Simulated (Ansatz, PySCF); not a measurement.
Pair of molecules: CH2O (SMILES C=O) (first 4 atoms) with CH2F2 (SMILES FCF); geometry from B3LYP-D3(BJ)/def2-TZVP, rigid monomers moved along the line of their centres of mass till O2···H9 is 2.23 Å.
(charge 0, multiplicity 1):
```xyz
9

C     -0.332    -0.101    -0.016
O      0.646    -0.714     0.317
H     -0.545     0.116    -1.080
H     -1.065     0.276     0.720
F     -0.026     0.769     3.005
C      0.050    -0.582     3.198
F     -1.158    -1.123     2.861
H      0.231    -0.770     4.257
H      0.808    -0.984     2.528
```

Interaction energies are E(AB) − E(A) − E(B) at the monomers' geometry in the complex; basis-set methods are counterpoise corrected. Rows marked so take none.

Correlated levels freeze the cores. Rows in 6-31G* carry no dispersion term and start afresh at each structure (6-31G* with six Cartesian d functions).

Run with Ansatz (a quantum-chemistry and plane-wave program); PySCF for 6-31G* rows, the dispersion terms. Each number belongs to the level named beside it.

**Question.** One of these levels gives -2.39 kcal/mol for the interaction energy. Which?
A) MP2/aug-cc-pVDZ
B) r2SCAN-D3(BJ)/def2-TZVPPD
C) SCS-MP2/aug-cc-pVDZ
D) BP86/6-31G* (no counterpoise)

**Answer.** D, BP86/6-31G* (no counterpoise). The others give -2.83 (r2SCAN-D3(BJ)/def2-TZVPPD), -1.97 (MP2/aug-cc-pVDZ), -1.33 (SCS-MP2/aug-cc-pVDZ)
